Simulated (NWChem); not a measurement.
System: CH3FO3Si; SMILES O=CO[Si@@H](O)F

```xyz
9

O     -0.3750    -1.8825     0.8680
C      0.6397    -1.7014     0.2307
O      0.9488    -0.5828    -0.4418
Si    -0.0637     0.7895    -0.4775
O     -1.6234     0.3607    -0.2851
F      0.4740     1.7374     0.6969
H      1.4351    -2.4522     0.1299
H      0.1545     1.4499    -1.7665
H     -1.7201    -0.4169     0.2968
```
Atoms are numbered in this order, from 1.

Computed with NWChem. Pople sets run with spherical d functions. Coordinates come from a B3LYP/6-31G* (spherical d) optimisation. B3LYP is NWChem's, with the RPA form of VWN correlation. Level: B3LYP/6-31G* with SMD (1 M gas to 1 M solution), gas-phase geometry. Reactions with the solvent are ignored.

For solvent water:

```
Property                                     Result
-------------------------------------------  ------
cavity-dispersion-structure term (kcal/mol)     4.7
dipole in solution (D)                         2.41
```

Question: Estimate the same quantities for solvent toluene.

Answer: 
| Property | Value |
|---|---|
| cavity-dispersion-structure term (kcal/mol) | -0.4 |
| dipole in solution (D) | 2.12 |
